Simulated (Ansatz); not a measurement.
Ga₉As₉H₂₈, a nanocrystal cut from zinc blende GaAs (hydrogen-capped). The state is a singlet with charge 0. Geometry PBE-D4/def2-SVP; atoms count from 1.

```xyz
46

Ga   -0.7976   -3.4561   -3.1111
Ga    4.8460   -1.1483    0.2771
Ga    2.9021    2.8149    1.2362
Ga    0.5993   -0.2476   -0.7784
Ga   -1.4618   -2.9819    1.1034
Ga    0.6029    0.0695    2.9606
Ga   -2.9366    0.8495    0.8769
Ga   -4.5492   -2.3342   -1.8301
Ga   -0.5884    4.4193    2.0629
As    2.4847   -1.8101   -0.2766
As   -0.1731   -0.9650   -3.0089
As   -2.3724   -3.3663   -1.2022
As    1.8495    1.9151   -0.8785
As    4.4812    0.9119    1.6815
As    0.9727    2.5607    2.7023
As   -4.0111    0.0941   -1.2335
As   -2.0806    3.1523    0.4522
As   -0.9163   -0.5113    1.0744
H    -1.4924   -3.6700   -4.5108
H     0.6128   -4.0622   -2.7159
H     5.4014   -0.5631   -1.0807
H     5.5075   -2.2662    1.1605
H     3.6765    4.1566    0.9529
H    -0.0701   -3.7371    1.2271
H    -2.6352   -3.1459    2.1484
H     2.0164   -0.5466    2.5299
H    -0.0484   -0.2105    4.3672
H    -3.9131    0.8282    2.1103
H    -4.7580   -2.3145   -3.3964
H    -5.6675   -2.6871   -0.7729
H     0.2108    5.4741    1.1981
H    -1.5406    4.7586    3.2726
H     2.5696   -2.7322   -1.4910
H     1.8737   -2.8085    0.6973
H     0.9152   -0.5103   -3.9799
H    -1.2380    0.0433   -3.4296
H    -2.7826   -4.8404   -1.1490
H     2.8475    1.8190   -2.0296
H     0.9439    2.9810   -1.4850
H     5.8575    1.5737    1.7322
H     4.3729    0.5677    3.1580
H     1.5776    3.0555    4.0174
H    -3.1722    0.7476   -2.3309
H    -5.2451    0.9736   -1.4289
H    -1.4302    3.0889   -0.9287
H    -3.2414    4.0600    0.0495
```

Single mean-field runs in def2-TZVP are fitted with def2-universal-jkfit.

(1) Estimate the Mulliken populations of the heavy atoms from the PBE0/def2-TZVP orbitals of Ansatz.

(2) And the Mayer bond orders between heavy atoms (over 0.3)?

## Answers

(1) 
```
atom  charge (e)
 Ga1        0.20
 Ga2        0.23
 Ga3        0.32
 Ga4        0.38
 Ga5        0.20
 Ga6        0.24
 Ga7        0.34
 Ga8        0.22
 Ga9        0.22
As10       -0.26
As11       -0.23
As12       -0.40
As13       -0.25
As14       -0.28
As15       -0.38
As16       -0.27
As17       -0.27
As18       -0.43
```
Mulliken values depend strongly on the basis.

(2) Ga1–As11 0.55 (2.57 Å); Ga1–As12 0.78 (2.48 Å); Ga2–As10 0.66 (2.51 Å); Ga2–As14 0.65 (2.52 Å); Ga3–As13 0.64 (2.53 Å); Ga3–As14 0.69 (2.51 Å); Ga3–As15 0.86 (2.44 Å); Ga4–As10 0.71 (2.50 Å); Ga4–As11 0.78 (2.47 Å); Ga4–As13 0.69 (2.50 Å); Ga4–As18 0.87 (2.41 Å); Ga5–As12 0.71 (2.51 Å); Ga5–As18 0.65 (2.53 Å); Ga6–As15 0.65 (2.53 Å); Ga6–As18 0.72 (2.49 Å); Ga7–As16 0.72 (2.49 Å); Ga7–As17 0.68 (2.49 Å); Ga7–As18 0.78 (2.44 Å); Ga8–As12 0.75 (2.49 Å); Ga8–As16 0.58 (2.56 Å); Ga9–As15 0.69 (2.51 Å); Ga9–As17 0.63 (2.53 Å).
